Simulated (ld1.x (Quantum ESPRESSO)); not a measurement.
**cadmium (Cd): one change to an ultrasoft potential, before and after**

```json
{
  "Element": "Cd (Z = 48)",
  "Generator": "ld1.x (Quantum ESPRESSO) 7.5",
  "Type": "ultrasoft",
  "Functional": "PBE",
  "Relativity": "non-relativistic",
  "Frozen core": "[Ar] 3d10",
  "Valence charge": "20",
  "Reference configuration": "4s2 4p6 4d10 5s2 5p0",
  "Partial waves": "4s (bound): rcut 1.20, rcutus 1.25 bohr; 5s (bound): rcut 1.20, rcutus 1.25 bohr; 4p (bound): rcut 1.90, rcutus 2.05 bohr; 5p (bound, empty): rcut 1.90, rcutus 2.05 bohr; 4d (bound): rcut 1.25, rcutus 1.70 bohr; 4d channel at 1.35 Ry: rcut 1.25, rcutus 1.70 bohr; 4f channel at 0.4 Ry: rcut 1.65, rcutus 1.85 bohr",
  "Local potential": "all-electron potential smoothed inside 1.15 bohr (lloc = -2)",
  "Core correction": "none",
  "Augmentation charge": "PSQ, inside the norm-conserving radii"
}
```

Change: scalar-relativistic.

Cutoffs: the cutoffs (Ry, on a coarse ladder) from which the occupation-weighted sum of valence levels, in a spherical-Bessel basis at the reference potential, stays within 10 and 1 mRy of its value at 400 Ry; they do not see the model core or the augmentation charge, which bear on the density cutoff. Errors are all-electron minus pseudo energies relative to the spin-unpolarised reference configuration.

Q: How do hardness, ghosts and transferability respond?

A: The potential gets neither clearly harder nor softer (40 Ry and 80 Ry → 45 Ry and 80 Ry); of the 7 tests that both files solve, the error grows in 6 and shrinks in 1 by more than 15 % and 0.3 meV (median size 2.2 → 4.3 meV); neither file shows a bound ghost.

```tsv
quantity	base	changed
cutoff, loose	40 Ry	45 Ry
cutoff, tight	80 Ry	80 Ry
bound ghosts	none	none
error for 4s2 4p6 4d10 5s1 5p0, meV [ΔE 8.73 → 9.27 eV]	-0.1	-1.6
error for 4s2 4p6 4d10 5s0 5p0, meV [ΔE 25.00 → 26.40 eV]	-0.8	-6.0
error for 4s2 4p6 4d9 5s0 5p0, meV [ΔE 63.50 → 64.41 eV]	+20	-3.1
error for 4s2 4p6 4d10 5s1 5p1, meV [ΔE 4.14 → 4.67 eV]	-0.7	-1.2
error for 4s2 4p5 4d10 5s2 5p0, meV [ΔE 72.43 → 74.20 eV]	-97	-133
error for 4s2 4p6 4d10 5s0 5p2, meV [ΔE 8.55 → 9.67 eV]	-3.3	-4.3
error for 4s2 4p6 4d10 5s0 5p1, meV [ΔE 13.85 → 15.05 eV]	-2.2	-4.4
s: phases at 2.25 bohr within 0.05 rad from the reference energy up to (Ry; the scan ends near 5)	to the end of the scan	to the end of the scan
p: phases at 2.25 bohr within 0.05 rad from the reference energy up to (Ry; the scan ends near 5)	to the end of the scan	to the end of the scan
d: phases at 2.25 bohr within 0.05 rad from the reference energy up to (Ry; the scan ends near 5)	3.0	3.1
f: phases at 2.25 bohr within 0.05 rad from the reference energy up to (Ry; the scan ends near 5)	2.1	2.1
lowest overlap eigenvalue by channel	s 0.29, p 0.71, d 0.34, f 1.00	s 0.28, p 0.70, d 0.40, f 1.00
```
